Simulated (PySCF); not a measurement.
**CaTl: from constants to spectrum**

ROHF-SCS-MP2 constants of CaTl, ²Π (doublet), unpaired electrons π ↑ (Ca def2-SVPD, Tl def2-SVPD with ECP60; scalar-relativistic core potentials (PySCF 2.14); masses 39.9626 and 204.9744 u):

```
ωe              : 86.6 cm⁻¹
ωexe            : 0.956 cm⁻¹
Be              : 0.041857 cm⁻¹
αe              : 0.000442 cm⁻¹
D (centrifugal) : 3.91e-08 cm⁻¹
De to Ca + Tl   : 0.290 eV
```

**Question.** Give the vibrational terms G(v) and spacings up to v = 3.

**Answer.** G(v) = ωe(v+½) − ωexe(v+½)².

```json
{"v": "0", "G(v) (cm⁻¹)": "43", "G(v) − G(v−1)": "", "Bv (cm⁻¹)": "0.04164"}
{"v": "1", "G(v) (cm⁻¹)": "128", "G(v) − G(v−1)": "85", "Bv (cm⁻¹)": "0.04119"}
{"v": "2", "G(v) (cm⁻¹)": "211", "G(v) − G(v−1)": "83", "Bv (cm⁻¹)": "0.04075"}
{"v": "3", "G(v) (cm⁻¹)": "291", "G(v) − G(v−1)": "81", "Bv (cm⁻¹)": "0.04031"}
```

**Question.** How well does the Morse estimate ωe²/(4ωexe) reproduce De, and what is D0?

**Answer.** It gives 0.243 eV, 84 % of the computed De. D0 = De − G(0) = 0.290 − 0.005 = 0.285 eV.

Correlated steps freeze 9 core orbitals. The bond is weak. Basis-set superposition, not corrected here, can be much of De in a small basis, most of all at correlated wavefunction levels. Spin–orbit coupling is left out, which matters for elements this heavy, above all for dissociation energies. The state was picked by a PBE0 search and need not be the measured ground state.
